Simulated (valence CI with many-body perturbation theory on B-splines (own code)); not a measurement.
**Ru XXIII: calculated level list**

Level of theory: relativistic CI+MBPT: four valence electrons over a frozen Dirac-Fock core [Ar], radial functions for each j: 9 s, 9 p, 10 d, 8 f, 5 g, 3 h, 1 i, with the one-electron correlation potential Σ1 (screened to all orders), the two-electron term Σ2, the three-electron term Σ3, Breit, model QED; selected single and double excitations, second order for the rest (own B-spline code, finite nucleus).

No measured levels were compared; by estimate terms of the open shell hold to 2 to 4 % of their energy, and close levels can change places. Core correlation moves these levels by up to 9700 cm⁻¹, and in measured spectra 5 to 20 % of such shifts remained as error; rates that hang on mixing are uncertain with them. Only levels of the ground parity were solved; by the run's estimate the other parity begins above the list, which can be wrong where configurations are misplaced.

Levels 1 to 34 of 34, with energies above the lowest level, 3d4 5D_0. "Leading %" is the weight of the configuration and term that name the level; weights of strongly mixed levels are sums over their largest components and can fall short. Lifetimes count E1, E2, E3, M1 and M2 decay at the calculated energies, and are blank where another channel may lead or the interval is too uncertain; long ones can be off by a factor of two.

| No. | Configuration | Term | J | E (cm⁻¹) | Leading % | Lifetime | Second component |
| --- | --- | --- | --- | --- | --- | --- | --- |
| 1 | 3d4 | 5D | 0 | 0 | 71 |  | 27 % 3d4 3P |
| 2 | 3d4 | 5D | 1 | 15679 | 87 | 6.05 ms | 13 % 3d4 3P |
| 3 | 3d4 | 5D | 2 | 30223 | 94 | 6.52 ms |  |
| 4 | 3d4 | 5D | 3 | 42270 | 91 | 13.5 ms | 6 % 3d4 3F |
| 5 | 3d4 | 5D | 4 | 51152 | 78 | 60.5 ms | 18 % 3d4 3F |
| 6 | 3d4 | 3P | 0 | 81721 | 57 | 179 μs | 28 % 3d4 5D |
| 7 | 3d4 | 3H | 4 | 90397 | 57 | 1.43 ms | 15 % 3d4 3G |
| 8 | 3d4 | 3G | 3 | 108750 | 60 | 602 μs | 31 % 3d4 3F |
| 9 | 3d4 | 3H | 5 | 111620 | 78 | 3.23 ms | 22 % 3d4 3G |
| 10 | 3d4 | 3P | 1 | 112150 | 81 | 247 μs | 10 % 3d4 5D |
| 11 | 3d4 | 3F | 2 | 112870 | 76 | 462 μs | 14 % 3d4 1D |
| 12 | 3d4 | 3H | 6 | 120510 | 78 | 104 ms | 22 % 3d4 1I |
| 13 | 3d4 | 3G | 4 | 131590 | 46 | 626 μs | 24 % 3d4 3H |
| 14 | 3d4 | 3P | 2 | 138060 | 53 | 1.10 ms | 40 % 3d4 3D |
| 15 | 3d4 | 3F | 4 | 139110 | 34 | 488 μs | 30 % 3d4 1G |
| 16 | 3d4 | 3F | 3 | 146180 | 59 | 619 μs | 18 % 3d4 3D |
| 17 | 3d4 | 3D | 3 | 154550 | 60 | 292 μs | 19 % 3d4 3G |
| 18 | 3d4 | 3G | 5 | 160920 | 78 | 757 μs | 22 % 3d4 3H |
| 19 | 3d4 | 3P | 2 | 164810 | 33 | 234 μs | 26 % 3d4 1D |
| 20 | 3d4 | 1I | 6 | 171580 | 78 | 648 μs | 22 % 3d4 3H |
| 21 | 3d4 | 3D | 1 | 172440 | 89 | 205 μs | 8 % 3d4 3P |
| 22 | 3d4 | 1S | 0 | 192990 | 78 |  | 22 % 3d4 3P |
| 23 | 3d4 | 1G | 4 | 194190 | 49 | 300 μs | 31 % 3d4 3F |
| 24 | 3d4 | 1D | 2 | 204380 | 36 | 234 μs | 26 % 3d4 3P |
| 25 | 3d4 | 1F | 3 | 213910 | 68 |  | 16 % 3d4 3D |
| 26 | 3d4 | 3P | 2 | 233460 | 77 | 333 μs | 12 % 3d4 3F |
| 27 | 3d4 | 3F | 4 | 243430 | 77 |  | 18 % 3d4 1G |
| 28 | 3d4 | 3F | 2 | 254020 | 71 | 195 μs | 18 % 3d4 1D |
| 29 | 3d4 | 3F | 3 | 257340 | 80 |  | 18 % 3d4 1F |
| 30 | 3d4 | 3P | 1 | 261870 | 98 |  |  |
| 31 | 3d4 | 3P | 0 | 274700 | 90 |  | 9 % 3d4 1S |
| 32 | 3d4 | 1G | 4 | 277590 | 82 |  | 15 % 3d4 3F |
| 33 | 3d4 | 1D | 2 | 345250 | 95 |  |  |
| 34 | 3d4 | 1S | 0 | 435100 | 95 | 65.0 μs | 5 % 3d4 3P |

Names give the largest LS component (configuration and term), which can be under half, so a name can repeat, a term be missing and a line seem to break the LS rules; names also repeat where a configuration has a term twice.

The ionisation energy to 3d3 4F_3/2 of the next ion comes out as 1048.1 eV (NIST: 1048 ± 4 eV (theoretical)). All 34 levels together are meant to be complete up to 452470 cm⁻¹.
